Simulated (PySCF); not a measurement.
**Radial density of Ne⁺ (neon, charge +1)**

UHF, [He] 2s1 2p5 3s1, high-spin 4P determinant (an excited configuration). Computed with PySCF 2.14 in aug-cc-pVTZ-DK (5s4p3d2f, 46 functions), with scalar relativity by spin-free X2C-1e.

```
r (bohr)  4πr²ρ (e/bohr)  4πr²(ρα − ρβ)
 0.00290         0.06554         0.0022
 0.00488          0.1765         0.0060
 0.00821          0.4557         0.0156
  0.0138           1.137         0.0387
  0.0232           2.638         0.0895
  0.0391           5.420         0.1810
  0.0657           9.032         0.2887
   0.111           10.76         0.3108
   0.186           7.930         0.2842
   0.313           5.265         0.9879
   0.526           6.772         2.4476
   0.885           5.262         1.9148
    1.49           1.375         0.4406
    2.50          0.5147         0.4547
    4.21          0.1315         0.1315
    7.08       0.0002451         0.0002
```

Densities and radii are taken from the X2C orbitals without a picture-change correction, which distorts them close to the nucleus.

The outer electron is Rydberg-like, and this basis confines it to a smaller radius and binds it less than a complete one would.
